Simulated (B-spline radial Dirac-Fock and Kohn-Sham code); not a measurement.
## Ru⁴¹⁺: scattering cross sections and density moments

System: Ru⁴¹⁺, 1s2 2s1.

The computed values come from an atomic code on a B-spline grid: configuration-average Dirac-Fock orbitals.

| Item | Value |
| --- | --- |
| Sum of ⟨r⟩ | 0.2016 bohr |
| Sum of ⟨r²⟩ | 0.02440 bohr² |
| Sum of ⟨1/r⟩ | 103.52 per bohr |
| Langevin diamagnetic susceptibility | -0.0193 × 10⁻⁶ cm³/mol |
| Lamb shielding (α²/3)Σ⟨1/r⟩ | 1838 ppm |

Coherent scattering is the Thomson cross section weighted by f₀², without anomalous dispersion; incoherent scattering is Klein-Nishina weighted by S. The Lamb formula is the non-relativistic shielding expression. Electron correlation is left out. A dash stands where the photon energy is too low for the impulse approximation behind that column.

```
hν (keV)  coherent (b)  incoherent (b)  incoherent per electron (b)
       1         5.985               –                            –
       2         5.978               –                            –
      10         5.764               –                            –
 17.4793         5.362               –                            –
      20         5.199               –                            –
      30         4.510          0.3767                        0.126
      50         3.330          0.5805                        0.194
     100         1.865          0.8164                        0.272
```
